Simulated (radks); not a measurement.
Numerical settings for the rhodium ion Rh3+, [Kr] 4d6. Calculated with a radial shooting solver on a logarithmic mesh with Libxc functionals: scalar-relativistic Kohn-Sham, BLYP, spin-unpolarised, spherical densities, finite nucleus; Fermi nuclear charge, rms radius 4.4945 fm. The defaults (mesh step 0.008 in ln r, mesh end at 40 bohr or more with all orbitals vanishing there, Anderson mixing 0.5 over 9 steps, residual threshold near 1e-9 with the energy settled to 1e-9 hartree or 1e-11 of itself, here a cap of 64 iterations) give E = -4782.4123 hartree and 4d at -39.390 eV in 17 iterations. Run on one thread of a shared host, so times are rough (Arm Neoverse V2): 0.1 s of CPU time, 0.1 s wall, 17 iterations on 2189 mesh points. Changes against that run (0 stands for a change within the tolerance of the run):

setting                    iterations         converged  E (mhartree)  e(4d) (meV)  CPU (s)
mesh step in ln r 0.02             15               yes             0            0     0.04
mesh step in ln r 0.005            16               yes             0            0     0.15
mesh step in ln r 0.12              4                no      diverged            -     0.01
mesh end (bohr) 1                  64  level above zero     +9.67e+04    +3.07e+05     0.48
mesh end (bohr) 400                17               yes             0            0      0.1
residual threshold 1e-16           64                no             0            0     0.19
residual threshold 1e-13           53               yes             0            0     0.18
mixing 0.01                        48               yes             0            0     0.22
linear mixing, mixing 0.5          64                no             0            0     0.21
linear mixing, mixing 0.2          64                no             0     -0.00824     0.31
mixing history 2                   31               yes             0            0     0.15
iteration cap 5                     5                no         +0.19         -219     0.04

Settled on a wrong energy, with an occupied level pushed above zero by the early mesh end: mesh end (bohr) 1 (+96.7 hartree). Apart from these: no run marked as converged misses the energy by more than 1 mhartree. A mesh that ends early acts as a hard wall.
